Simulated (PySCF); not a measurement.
TeS(OH)₂: from structure and modes to constants

Computed with PBE0 in PySCF with Te def2-SVP with ECP28, S def2-SVP, O def2-SVP, H def2-SVP; scalar-relativistic core potentials, no spin–orbit coupling; density-fitted integrals.

The singlet minimum has Cs symmetry. Masses (u): Te 129.90622, S 31.97207, O 15.99492, H 1.00782.

```xyz
6
charge 0 multiplicity 1, angstrom
Te    0.0000   -0.3688    0.0000
S     1.3184    1.4286    0.0000
O    -1.2439    0.0095   -1.4894
O    -1.2439    0.0095    1.4894
H    -1.1576    0.9516   -1.7100
H    -1.1576    0.9516    1.7100
```

Harmonic wavenumbers (cm⁻¹): 144.2 (a'', ×1), 176.8 (a', ×1), 215.1 (a', ×1), 326.7 (a'', ×1), 396.2 (a', ×1), 492.3 (a', ×1), 608.5 (a'', ×1), 612.5 (a', ×1), 944.1 (a'', ×1), 964.4 (a', ×1), 3792.9 (a'', ×1), 3795.3 (a', ×1).

Q: What is the harmonic zero-point energy?

A: Half the sum of all 12 wavenumbers, 12469/2 = 6234 cm⁻¹, which is 74.6 kJ/mol (1 cm⁻¹ = 0.0119627 kJ/mol).

Q: Give the standard entropy (298.15 K, 1 bar) by its translational, rotational, vibrational and spin parts, and Cp.

A: Sackur–Tetrode with M = 195.88 u gives 174.7; rotation with symmetry number 1 gives 112.7; vibration 46.6; spin R ln 1 = 0.0. The total is 334.0 J/(mol K), and Cp = 4 R + 53.7 = 87.0 J/(mol K).

Other isomers or separated fragments may lie lower.
